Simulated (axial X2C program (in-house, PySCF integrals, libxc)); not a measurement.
## Nuclear properties of FTaF⁺

Calculated with an axial X2C code built on PySCF integrals: two-component X2C with atomic mean-field Coulomb and Gaunt terms, Gaussian nuclei, basis F dyall-av3z, Ta dyall-v3z with contracted cores.

F–Ta–F held linear, with bonds 1.826 and 1.826 Å (near the PBE0 minimum at charge 1 of the determinant lowest at the starting distance; the state shown can have its own minimum elsewhere, held linear; other orders of the atoms were not compared).

Determinant lowest in the PBE0 search, Ω = 1 (⟨Sz⟩ = -0.99, ⟨Lz⟩ = 1.99 at PBE0), spin on the atoms F 0.01, Ta -1.02, F 0.01:

```
level  A∥/gI F (MHz)  qzz F (a.u.)  A∥/gI Ta (MHz)  qzz Ta (a.u.)
 PBE0          -8.67         -0.33           -6510         -13.17
   HF         0.0559         -0.23           -6380         -15.10
B3LYP          -8.79         -0.38           -6610         -13.12
```

Determinant 0.52 eV from it at PBE0 and this distance, Ω = 3 (⟨Sz⟩ = 1.00, ⟨Lz⟩ = 2.00 at PBE0), spin on the atoms F -0.01, Ta 1.02, F -0.01:

```tsv
level	A∥/gI F (MHz)	qzz F (a.u.)	A∥/gI Ta (MHz)	qzz Ta (a.u.)
PBE0	4.21	-0.33	2940	-13.59
HF	-1.5	-0.22	2770	-15.30
B3LYP	4.55	-0.38	2980	-13.55
```

A∥ (defined per Ω) follows by multiplying with gI = μI/(I μN); qzz is the electric field gradient, eQq0 = 234.96 MHz × Q/barn × qzz. The operators were transformed with the bare-nucleus X2C matrices; with these basis sets, hyperfine constants and field gradients can be off by tens of per cent, and where levels differ in sign neither size nor sign is settled.

Q: With gI(181Ta) = 0.6773, Q(181Ta) = 3.17 barn (g factors from the IAEA table of nuclear moments by Stone; Q from Pyykkö, Mol. Phys. 2018), turn the PBE0 values of the first state into constants in MHz.

A: A∥(181Ta) = -6510 × 0.6773 = -4410 MHz; eQq0(181Ta) = 234.96 × (3.17) × (-13.17) = -9810 MHz.

The molecule was held linear; bending was not examined, so a bent shape may lie lower.

Each state is one determinant with collinear spin, which with several unpaired electrons need not be a pure state. Unrestricted Hartree–Fock can overshoot spin polarisation at the nuclei. With several open shells hyperfine constants can be off by a factor of several. Open-shell Ω = 0 determinants with evenly filled partner blocks cannot be reached by this program, so the Ω shown need not be the lowest component. The search compared states at one distance, so a state with another bond length can lie lower. Where a field gradient or hyperfine factor spreads by more than a factor of two over the levels, a constant derived from it is not to be relied on. PBE0 term energies can be off by some tenths of an eV.
